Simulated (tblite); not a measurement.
Compound: C4H10OSi3.
SMILES with atom numbers: `[O:1]=[C:2]([SiH3:3])[Si@H:4]1[CH:5]=[CH:6][CH2:7][SiH2:8]1` (hydrogens: H9, H10, H11 on Si3; H12 on Si4; H13 on C5; H14 on C6; H15, H16 on C7; H17, H18 on Si8)

Computed geometry: GFN2-xTB, gas phase.

**Question.** Give the optimised bond lengths and angles.

**Answer.** 
```csv
bond,length (bohr)
O1=C2,2.301
C2–Si3,3.646
C2–Si4,3.665
Si4–C5,3.565
C5=C6,2.513
C6–C7,2.828
C7–Si8,3.634
Si4–Si8,4.353
"Si3–H9, Si3–H10, Si3–H11",2.761
Si4–H12,2.783
C5–H13,2.044
C6–H14,2.053
C7–H15,2.065
C7–H16,2.066
Si8–H17,2.767
Si8–H18,2.777
```

Bonds in one row agree within 0.02 bohr and their mean is given. A selection of angles:
```csv
angle,degrees
O1–C2–Si3,119.7
O1–C2–Si4,117.9
Si3–C2–Si4,122.4
C2–Si4–C5,106.9
C2–Si4–Si8,113.0
C5–Si4–Si8,92.3
Si4–C5–C6,118.1
C5–C6–C7,124.3
C6–C7–Si8,111.7
Si4–Si8–C7,93.5
```

Dihedral angles: O1–C2–Si4–C5 -96° (anticlinal); C2–Si4–C5–C6 116° (anticlinal); Si4–C5–C6–C7 1° (synperiplanar); C5–C6–C7–Si8 -3° (synperiplanar); C6–C7–Si8–Si4 3° (synperiplanar); C2–Si4–Si8–C7 -112° (anticlinal).

Si3 (SiH3 silicon) is tetrahedral (angles from 106.1° to 111.9°). The 2 C–C bonds span 1.330 Å (C5=C6, drawn double) to 1.497 Å (C6–C7, drawn single), a spread of 0.167 Å. The 5-membered ring Si4–C5–C6–C7–Si8 has internal angles of 92.3° to 124.3°; it is almost planar, 0.02 Å rms from its mean plane, widest ring torsion 3°. The C–Si distances run from 1.887 Å (Si4–C5, drawn single) to 1.940 Å (C2–Si4, drawn single), a spread of 0.053 Å. Si8 (SiH2 silicon) has angles from 93.5° to 119.0°. Si4 (SiH silicon) has angles from 92.3° to 126.3°.

Point group: C1 (no symmetry element, even within 0.4 Å). Its lowest GFN2-xTB frequency is 14 cm⁻¹, too small to tell a flat minimum from a shallow saddle. The numbers are those of one conformer. 2 starts were optimised and ended at 0.00 and 0.45 kcal/mol (GFN2-xTB); the lowest of these is shown.

On one thread of an Arm Neoverse V2, on a shared host, this took 1.9 s. This is the geometry optimisation.
